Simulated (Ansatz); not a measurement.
lanthanum atom (La), doublet (typed; the unrestricted solution is spin-contaminated) (core potentials on La); Ansatz (a quantum-chemistry and plane-wave program) with PBE/def2-SVP.

The Ansatz input:
Ansatz 0.2 input:
```yaml
crystal:
  periodic: [false, false, false]
  atoms:
    - {symbol: La, position_ang: [0.00000000, 0.00000000, 0.00000000]}
basis:
  gaussian:
    orbitals: def2-SVP
hamiltonian:
  xc: pbe
magnetization: {spin_polarized: true, initial_magnetization: 1}
scf: {lower_state_search: off}
```

What the program printed (banner, timings and long lists left out):

```
Functional definition: PBE
these checks for a lower state are left out or cut short: stability, starts, cluster_reference, orbital_swaps, neighbouring_geometries, increment
248 factors; their error is unknown
mean field evaluation 1: about -856.5871 eV, gradient 3.3e0 eV
mean field evaluation 2: about -856.6136 eV, gradient 3.1e0 eV
mean field evaluation 4: about -856.8826 eV, gradient 7.6e-1 eV
mean field evaluation 8: about -856.9460 eV, gradient 5.5e-2 eV
mean field evaluation 16: about -856.9194 eV, gradient 1.9e-4 eV
mean field -856.91942891 eV, -31.4912081716 hartree, gradient 2.9e-6 eV, S^2 1.363991; 0 other end points of the search recorded, 0 dependent functions left out
reference -856.91945559 eV, -31.4912091521 hartree; 6, 5 occupied and 26, 27 virtual orbitals, 248 factors
Total energy: -856.91945559 eV, -31.4912091521 hartree
Checks for a lower state left out: stability, starts, cluster_reference, orbital_swaps, neighbouring_geometries, increment
```
